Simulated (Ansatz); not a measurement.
BGeH6N can be A, `B[NH][GeH3]`, or B, `N[BH][GeH3]`.

Program: Ansatz. Geometries: PBE0-D4/def2-TZVP. ΔE: electronic, gas phase. CBS: MP2 limit from def2 TZ/QZ plus the TZ coupled-cluster correction, frozen cores. Functionals use def2-TZVPP. B3LYP here is the variant with VWN-RPA as its local correlation; programs differ in this. For Ge outer-core shells are correlated without core-valence functions, which leaves a few kJ/mol of doubt a bond. Scalar relativity is left out up to krypton. Each species was taken in one conformer, which may not be the lowest.

Which isomer does CCSD(T)/CBS put lower? Give the gap. (Estimate.)

The calculation gave: A, by 0.5 kcal/mol.

Give E(B) − E(A) in kcal/mol with MP2/def2-TZVPP, r2SCAN-D4, B3LYP, ωB97M-V, PBE-D4, CCSD(T)/def2-TZVPP, CCSD/def2-TZVPP. (Estimate.)

Computed: MP2/def2-TZVPP 2.4, r2SCAN-D4 -0.7, B3LYP 0.2, ωB97M-V 0.6, PBE-D4 -2.3, CCSD(T)/def2-TZVPP 1.4, CCSD/def2-TZVPP 1.6. The order is the other way round with r2SCAN-D4, PBE-D4.

Does the order hold for the free energy at 298.15 K (harmonic terms from PBE0-D4)? (An estimate is asked.)

The calculation gave: Yes: G(B) − G(A) = +1.5 kcal/mol, for one conformer each.

Largest T1 diagnostic: 0.013.

At CCSD(T), def2-SVP lies +0.8 kcal/mol from the extrapolated value and def2-TZVPP +0.9 kcal/mol. In def2-TZVPP, CCSD(T) changes the Hartree–Fock value by −3.1 kcal/mol (the triples alone add −0.2 kcal/mol) and MP2 by −2.1 kcal/mol.
